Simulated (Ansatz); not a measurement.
Hf3Si2 (the lowest singlet isomer of a short search), 5 atoms. Hardware: 4 threads of Arm Neoverse V2 on a shared host.

In the def2 sets Hf takes a core potential; there is no spin–orbit coupling. Correlated methods freeze 10 core orbitals; core or outer-core shells of Hf are correlated, in sets that lack core-valence functions.

How many basis functions does each of these Ansatz runs have, and roughly what does it cost? r2SCAN-D4/def2-TZVPD, charge -1 doublet at the geometry of the charge 0 singlet, energy, from earlier orbitals; RPA@PBE/def2-TZVP, charge 0 singlet, energy, from earlier orbitals; r2SCAN-D4/def2-TZVP, charge 1 doublet at the geometry of the charge 0 singlet, energy, from earlier orbitals; CCSD(T)/def2-TZVP, charge 0 singlet, energy, from earlier orbitals; r2SCAN-D4/def2-TZVP, charge 0 unrestricted singlet, energy, from earlier orbitals; r2SCAN-D4/def2-TZVP, charge 0 triplet, energy, from earlier orbitals; PBE-D4/def2-TZVP, charge 0 triplet, energy, from earlier orbitals; PBE-D4/def2-TZVP, charge 0 singlet, energy, from earlier orbitals; PBE0-D4/def2-TZVP, charge 0 triplet, energy, from earlier orbitals; PBE0-D4/def2-TZVPD, charge 0 singlet, energy, from earlier orbitals; r2SCAN-D4/def2-TZVP, charge 0 quintet, energy, from earlier orbitals; BHLYP-D4/def2-TZVP, charge 0 singlet, energy, from earlier orbitals.

Other jobs shared the machine, so times can vary by a factor of up to 3. A dash marks memory too small to be measured apart from the calling script's.

```
                                                                                                           run  functions  fitting or Cholesky vectors  wall time  peak host memory (GiB)
                                             PBE-D4/def2-TZVP, charge 0 singlet, energy, from earlier orbitals        194                         1539      2.9 s                       –
                                           PBE0-D4/def2-TZVPD, charge 0 singlet, energy, from earlier orbitals        215                         1909        6 s                    0.75
                                             PBE-D4/def2-TZVP, charge 0 triplet, energy, from earlier orbitals        194                         1539      6.5 s                       –
                                           BHLYP-D4/def2-TZVP, charge 0 singlet, energy, from earlier orbitals        194                         1915      7.5 s                    0.67
                                            PBE0-D4/def2-TZVP, charge 0 triplet, energy, from earlier orbitals        194                         1715       11 s                    0.86
                                            RPA@PBE/def2-TZVP, charge 0 singlet, energy, from earlier orbitals        194                         1514       20 s                     0.8
                                          r2SCAN-D4/def2-TZVP, charge 0 triplet, energy, from earlier orbitals        194                         1539       20 s                       –
                                          r2SCAN-D4/def2-TZVP, charge 0 quintet, energy, from earlier orbitals        194                         1539       22 s                       –
  r2SCAN-D4/def2-TZVP, charge 1 doublet at the geometry of the charge 0 singlet, energy, from earlier orbitals        194                         1539       49 s                    0.81
                             r2SCAN-D4/def2-TZVP, charge 0 unrestricted singlet, energy, from earlier orbitals        194                         1539       53 s                    0.81
r2SCAN-D4/def2-TZVPD, charge -1 doublet at the geometry of the charge 0 singlet, energy, from earlier orbitals        215                         1651       79 s                    0.95
                                            CCSD(T)/def2-TZVP, charge 0 singlet, energy, from earlier orbitals        194                         1514    2.2 min                       3
```
